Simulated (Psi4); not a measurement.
Complex: CH4 (SMILES C) (first 5 atoms) with CH3Cl (SMILES CCl); geometry from B3LYP-D3(BJ)/def2-TZVP, rigid monomers moved along the line of their centres of mass till H3···Cl7 is 5.49 Å.
(charge 0, multiplicity 1):
```xyz
10

C      0.08601     0.02346    -0.02055
H      1.15752    -0.17340     0.00100
H     -0.19273     0.62392     0.84378
H     -0.16275     0.56100    -0.93449
H     -0.45703    -0.92108     0.00033
C      0.87115    -0.74789     5.89592
Cl    -0.03090     0.74101     6.33233
H      1.78656    -0.45595     5.39063
H      1.09349    -1.29081     6.80949
H      0.24753    -1.34349     5.23677
```

Computed with SAPT0/jun-cc-pV(D+d)Z (Psi4).

### Question
Give the four SAPT terms and the total, and say what mostly holds the pair together.

### Answer
electrostatics -0.02, exchange 0.00, induction 0.00, dispersion -0.04, total -0.06 kcal/mol; the largest attraction is dispersion.
